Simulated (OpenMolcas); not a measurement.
A ladder of methods for GaHCl2O (SMILES [OH][Ga]([Cl])[Cl])

GaHCl2O has 5 atoms, charge 0, and is taken as a singlet. As SMILES, `[OH][Ga]([Cl])[Cl]`. Geometry: relaxed at PBE0-D4/def2-TZVP.

Each level gives the HOMO–LUMO gap (eV). The values are calculated.

```json
{"level": "PBE/def2-SVP", "kind": "GGA", "program": "OpenMolcas", "value (eV)": "5.33"}
{"level": "revPBE/def2-SVP", "kind": "GGA", "program": "OpenMolcas", "value (eV)": "5.38"}
{"level": "M06-L/def2-SVP", "kind": "meta-GGA", "program": "OpenMolcas", "value (eV)": "6.02"}
{"level": "TPSS/def2-SVP", "kind": "meta-GGA", "program": "OpenMolcas", "value (eV)": "5.59"}
{"level": "BHLYP/def2-SVP", "kind": "global hybrid", "program": "OpenMolcas", "value (eV)": "10.06"}
{"level": "M06-2X/def2-SVP", "kind": "hybrid meta-GGA", "program": "OpenMolcas", "value (eV)": "10.17"}
{"level": "PBE0/def2-SVP", "kind": "global hybrid", "program": "OpenMolcas", "value (eV)": "7.86"}
{"level": "B2PLYP/def2-SVP", "kind": "double hybrid", "program": "OpenMolcas", "value (eV)": "10.34"}
```

All-electron rows without a relativistic Hamiltonian named are non-relativistic. The values span 5.33 to 10.34 eV. Orbital gaps aren't excitation energies, and those of double hybrids come from the SCF part alone; they tend to grow with the share of exact exchange.
